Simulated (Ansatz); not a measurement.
The same path of AlBrClH3 (6 atoms, charge 0, multiplicity 1) was run twice with different band settings. Lost on the way: Br5–H6. Made: Cl2–H6.

Theory: RKS PBE/def2-SVP in Ansatz 0.2.0.

Relaxed end points:

```xyz
6
Properties=species:S:1:pos:R:3
Al 0.009 -0.070 0.100
Cl 0.003 0.386 2.255
H 1.423 0.100 -0.609
H -1.418 0.007 -0.596
Br 0.096 -2.705 0.866
H 0.065 -1.747 2.001
```

```xyz
6
Properties=species:S:1:pos:R:3
Al 0.019 -0.430 -0.092
Cl 0.010 0.124 2.403
H 1.421 0.145 -0.573
H -1.420 0.055 -0.563
Br 0.094 -2.697 0.606
H 0.053 -1.224 2.236
```

Common settings: spring 5.0 eV/Å²; optimiser quadratic models (default); start path through a guess of the saddle point; force threshold 0.05 eV/Å; iteration limit 60; end points relaxed.

| run | movable images | climbing image |
| --- | --- | --- |
| 1 | 5 | yes |
| 2 | 1 | no |

Q: What does each run give, and how far can it be trusted?

A: Run 1: converged after 6 iterations, highest image 0.020 eV above the first end. A vibrational analysis at the climbing image gives one clearly imaginary mode, 170i cm⁻¹: a first-order saddle point.
Run 2: converged after 5 iterations, highest image 0.018 eV above the first end. No image climbed, so the highest image needn't sit at the top of the path. So few images can step over the top or miss a turn of the path.
The orbitals stay closed-shell, which can raise the energy where a bond breaks towards radicals; this wasn't checked here.
